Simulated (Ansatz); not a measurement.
C3H6AlI (`[CH3][AlH]/[CH]=C/I`). Total charge 0; spin multiplicity 1. Correlated methods include outer-core shells of I, which these sets cover unevenly. I: def2 effective core potential.

Z-matrix (Å, degrees):
```
C
Al 1 1.948
H 1 1.096 2 110.7
H 1 1.092 2 112.9 3 -120.8
H 1 1.095 2 111.0 3 117.8
C 2 1.947 1 121.3 3 -62.8
H 2 1.590 1 123.8 3 117.1
C 6 1.327 2 116.9 1 -179.9
H 6 1.088 2 124.7 1 -0.0
I 8 2.098 6 125.1 2 179.9
H 8 1.085 6 124.3 2 -0.1
```

(1) Give the diagnostics of a CCSD(T)/def2-TZVPP run (frozen core, Ansatz). (Estimate.)

Answers

(1) Computed: T1 = 0.0103, largest single amplitude 0.015, largest double 0.045, (T) share of the correlation energy 3.4 %, 10 CCSD cycles. The RHF solution is stable towards an unrestricted one. T1 lies under the customary mark of 0.02 for closed shells.
